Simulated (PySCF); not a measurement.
**Assigning NMR signals**

Geometry:
```csv
atom,x (Å),y (Å),z (Å)
C1,-2.306,1.412,-0.186
O2,-1.506,0.327,-0.560
Si3,-0.041,-0.069,0.088
C4,-0.228,-0.784,1.794
O5,0.686,-1.141,-0.934
C6,0.123,-2.325,-1.420
O7,0.878,1.302,0.106
C8,2.258,1.364,0.323
H9,-1.758,2.367,-0.261
H10,-3.178,1.460,-0.857
H11,-2.684,1.314,0.849
H12,0.750,-1.048,2.226
H13,-0.844,-1.697,1.775
H14,-0.715,-0.067,2.474
H15,-0.822,-2.136,-1.959
H16,0.831,-2.796,-2.120
H17,-0.083,-3.052,-0.612
H18,2.812,0.727,-0.389
H19,2.595,2.403,0.189
H20,2.534,1.051,1.348
```

Rapidly exchanging positions averaged, single conformer, no relativistic terms, isolated molecule. Structure optimised with PBE0-D3(BJ)/def2-SVP; shielding tensors at HF/pcSseg-1 (GIAO); PySCF 2.14.0 with density-fitted response routines.

Shifts are taken against calculated references (same method and geometry level): 13C (σref 190.85) and 1H (σref 31.69) vs TMS.

(1) Assign these signals to the numbered atoms. 13C{1H} NMR (computed): δ 46.5, -8.9.

(2) Assign these signals to the numbered atoms. 1H NMR (300 MHz, computed): δ 3.35 (s, 9H), -0.05 (s, 3H).

## Answers

(1) 
| δ (ppm) | atoms | environment | reason |
| --- | --- | --- | --- |
| 46.5 | C1/C6/C8 | methyl carbon bonded to O | deshielded by the electronegative neighbour |
| -8.9 | C4 | methyl carbon bonded to Si | an electropositive neighbour leaves it electron-rich and shielded |

(2) 
| δ (ppm) | atoms | environment | reason |
| --- | --- | --- | --- |
| 3.35 | H9/H10/H11/H15/H16/H17/H18/H19/H20 | hydrogen on a methyl carbon bonded to O | its carbon carries O, which withdraws density |
| -0.05 | H12/H13/H14 | hydrogen on a methyl carbon bonded to Si | an electropositive neighbour shields it, as in TMS itself |

Shifts are as computed. Against solution values, carbons near 30 ppm lie about -0 ppm off and those near 130 ppm about +7 ppm. Of 1211 compounds with measured shifts, 218 miss one by over three times the rms of a fit or turn the order of signals round; such compounds aren't used in these exercises. Multiplicities follow the n + 1 count of equivalent neighbours, as no J values were calculated; m marks all less simple cases, F and P coupling included.
